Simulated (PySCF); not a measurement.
Molecule: N-tert-Butylacetamide, C6H13NO.

Geometry (Å), atoms numbered from 1 in this order:
```xyz
21

C     2.6153   -0.5575    0.0083
C     1.1381   -0.8547    0.1774
O     0.7292   -1.9701    0.4432
N     0.3265    0.2235    0.0083
C    -1.1361    0.2190    0.1274
C    -1.5986    1.6518   -0.1272
C    -1.5471   -0.2186    1.5358
C    -1.7411   -0.7180   -0.9213
H     3.1730   -1.4935    0.1225
H     2.9593    0.1629    0.7664
H     2.8232   -0.1281   -0.9837
H     0.7656    1.1103   -0.1993
H    -2.6930    1.7181   -0.0512
H    -1.3096    1.9887   -1.1358
H    -1.1668    2.3454    0.6122
H    -2.6428   -0.2014    1.6369
H    -1.1191    0.4590    2.2904
H    -1.1881   -1.2365    1.7356
H    -1.3793   -1.7429   -0.7661
H    -1.4591   -0.3951   -1.9351
H    -2.8393   -0.7145   -0.8498
```

Geometry PBE0-D3(BJ)/def2-SVP throughout; GIAO in PySCF, gas phase, one conformer, non-relativistic; equivalent atoms averaged; basis pcSseg-1.

(1) How do the shifts δ (against TMS, H2O, NH3 at the same level) depend on the functional? (ppm; last column core-seconds on shared hosts with different chips, so compare them loosely)

(2) Which nucleus moves most, in ppm?

Results:

(1) 
```
functional                    kind     C2    C5  C6/C7/C8    C1     O3     N4   H12  H9/H10/H11  H13/H14/H15/H16/H17/H18/H19/H20/H21  core-s
       LDA                     LDA  169.9  53.8      30.3  24.4  464.1  170.3  4.52        1.83                                 1.35      40
       KT3                     GGA  155.7  51.9      28.3  23.5  413.7  145.2  4.20        1.77                                 1.33      80
     B97-D                     GGA  161.4  52.4      29.2  24.5  427.1  150.9  4.28        1.81                                 1.36      52
     B3LYP           global hybrid  170.6  51.8      29.7  25.0  451.4  155.2  4.16        1.80                                 1.33      32
      PBE0           global hybrid  169.6  50.0      29.2  24.7  446.2  151.4  4.18        1.81                                 1.31      27
  mPW1PW91           global hybrid  169.9  50.0      29.1  25.0  445.5  150.8  4.17        1.81                                 1.32      33
 BHandHLYP           global hybrid  175.3  48.5      29.3  25.0  447.6  147.1  3.99        1.82                                 1.30      54
 CAM-B3LYP  range-separated hybrid  174.7  50.2      29.7  25.4  453.5  153.8  4.08        1.81                                 1.32      34
   LC-wPBE  range-separated hybrid  176.0  47.3      28.8  25.9  443.4  144.8  4.02        1.81                                 1.30      62
```

(2) O3 (amide-type carbonyl oxygen): from 413.7 ppm with KT3 to 464.1 ppm with LDA. The smallest spread is 0.06 ppm, at H9/H10/H11. Proton shifts span only some 12 ppm, so a few tenths of a ppm matter as much there as several ppm in carbon.
